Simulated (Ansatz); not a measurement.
Ansatz (a quantum-chemistry and plane-wave program) input:
A basis named .json is the Basis Set Exchange file of that set.

Ansatz 0.2 input:
```yaml
crystal:
  periodic: [false, false, false]
  atoms:
    - {symbol: Si, position_ang: [-0.81035870, -0.04565368, -0.49829258]}
    - {symbol: C, position_ang: [-1.58702104, 1.62382977, -0.78243884]}
    - {symbol: C, position_ang: [-1.60270910, -0.94920039, 0.93061061]}
    - {symbol: O, position_ang: [0.79543573, 0.19134747, -0.18524006]}
    - {symbol: Si, position_ang: [2.18000142, -0.43987120, 0.41578368]}
    - {symbol: H, position_ang: [-0.91772932, -0.87082890, -1.72821354]}
    - {symbol: H, position_ang: [-2.64475551, 1.52090794, -1.03669858]}
    - {symbol: H, position_ang: [-1.09281912, 2.14960176, -1.60148306]}
    - {symbol: H, position_ang: [-1.51308939, 2.24567742, 0.11245645]}
    - {symbol: H, position_ang: [-1.13244446, -1.92097478, 1.09505748]}
    - {symbol: H, position_ang: [-1.51666250, -0.37291890, 1.85467358]}
    - {symbol: H, position_ang: [-2.66458395, -1.12107647, 0.73841552]}
    - {symbol: H, position_ang: [1.91927104, -1.07841015, 1.74004067]}
    - {symbol: H, position_ang: [3.16270998, 0.66681433, 0.57376587]}
basis:
  gaussian:
    orbitals: cc-pV_Q+d_Z.json
hamiltonian:
  xc: pbe
magnetization: {spin_polarized: true, initial_magnetization: 1}
correlation: {method: rpa, electrons: outside_noble_gas}
```

Q: What final total energy does it print?

A: -735.36293 Eh (RPA@PBE/cc-pV(Q+d)Z). The basis has 563 functions.

It need not be the lowest isomer of its formula.
